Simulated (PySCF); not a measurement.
Compound: C₂H₄F₂Se.
Atom-mapped SMILES: `[F:1][CH:2]([F:3])[CH2:4][SeH:5]` (hydrogens: H6 on C2; H7, H8 on C4; H9 on Se5)

Computed, not measured: core-valence-separated Tamm–Dancoff BHandHLYP/aug-pcX-1 (pcseg-1 on H, def2-SVPD on Se) in PySCF, non-relativistic, gas phase, PBE0-D3(BJ)/def2-SVP geometry. Absolute energies from this functional tend to lie a few eV below measured edges; no shift was applied.

(1) What does the F 1s absorption edge look like?

(2) What does the C 1s absorption edge look like?

Results:

(1) 
```tsv
E (eV)	f	core hole on	main final orbital
686.19	0.0224	F1	spread
686.56	0.0297	F3	spread
686.95	0.0019	F3	LUMO (76 %)
687.12	0.0130	F1	LUMO (48 %)
687.57	0.0037	F3	LUMO+1 (52 %)
687.65	0.0035	F1	LUMO+2 (46 %)
687.72	0.0030	F3	LUMO+2 (51 %)
687.82	0.0037	F1	spread
688.03	0.0087	F3	LUMO+4 (46 %)
688.20	0.0071	F1	LUMO+4 (32 %)
688.45	0.0026	F1	LUMO+5 (42 %)
```

The first line with a tenth or more of the strongest one's intensity is at 686.19 eV (f = 0.022), with the hole on F1 (fluorine of a CF2 group). The strongest listed is at 686.56 eV (f = 0.030; F3).

(2) 
| E (eV) | f | core hole on | main final orbital |
| --- | --- | --- | --- |
| 284.84 | 0.0508 | C4 | LUMO (32 %) |
| 286.53 | 0.0177 | C4 | LUMO (54 %) |
| 287.21 | 0.0317 | C4 | spread |
| 287.74 | 0.0062 | C4 | LUMO+3 (58 %) |
| 288.27 | 0.0050 | C4 | LUMO+2 (42 %) |
| 288.60 | 0.0021 | C4 | LUMO+5 (36 %) |
| 288.84 | 0.0006 | C4 | LUMO+4 (47 %) |
| 289.30 | 0.0064 | C4 | spread |
| 289.31 | 0.0618 | C2 | spread |
| 289.50 | 0.0071 | C4 | spread |
| 289.62 | 0.0012 | C4 | LUMO+6 (38 %) |

The first line with a tenth or more of the strongest one's intensity is at 284.84 eV (f = 0.051), with the hole on C4 (sp3 carbon bound to selenium). The strongest listed is at 289.31 eV (f = 0.062; C2).

Roots within 0.03 eV whose holes lie on the same, on equivalent or on shared atoms are summed into one line, and the highest roots are left out, as the search may have cut off their partners. Final orbitals are the ground state's empty Kohn–Sham orbitals.

What is the summed oscillator strength of the listed F K lines, and their intensity-weighted mean energy?

Σf = 0.099 over 11 lines from 686.19 to 688.45 eV; the weighted mean is 687.01 eV. The strongest line holds 30 % of the sum.

Only the lowest roots of each edge were sought. Relativistic effects, spin–orbit coupling among them, are left out although an element past zinc is present.

The values belong to the conformer `[F:1][CH:2]([F:3])[CH2:4][SeH:5]`: F1–C2–C4–Se5 178°, H–Se5–C4–C2 -85°.
